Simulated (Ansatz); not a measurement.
Input for Ansatz (an electronic-structure program): R-CCSD(T)/aug-cc-pV(D+d)Z on AlF2H (SMILES [F][AlH][F]) with ghost functions. Files ending in .json are basis or fitting sets from the Basis Set Exchange.

Ansatz 0.2 input:
```yaml
crystal:
  periodic: [false, false, false]
  atoms:
    - {symbol: F, position_ang: [1.22790596, 0.74733588, 0.62885291]}
    - {symbol: Al, position_ang: [-0.27664925, 0.27816578, 1.18905317]}
    - {symbol: F, position_ang: [-0.70809469, -1.29944758, 0.83887727]}
    - {symbol: H, position_ang: [-1.41821794, 1.36067674, 1.21564083]}
basis:
  gaussian:
    orbitals: aug-cc-pV_D+d_Z.json
    ghost_atoms:
      - {symbol: N, position_ang: [0.25419491, -0.02502157, 3.12747617]}
      - {symbol: H, position_ang: [0.61181240, 0.81848735, 3.56749267]}
      - {symbol: H, position_ang: [-0.51666616, -0.37513794, 3.68979665]}
      - {symbol: H, position_ang: [0.99452396, -0.72285583, 3.14782512]}
magnetization: {spin_polarized: false}
correlation: {method: ccsd_t, electrons: outside_noble_gas}
scf: {lower_state_search: off}
```

### Question
Give the final energy of this run.

### Answer
-442.0585 hartree (reference determinant -441.5538, T1 diagnostic 0.016).

### Question
How many basis functions does it have, and what does it roughly cost on one machine?

### Answer
137 functions; about 15 core-seconds (a rough figure).
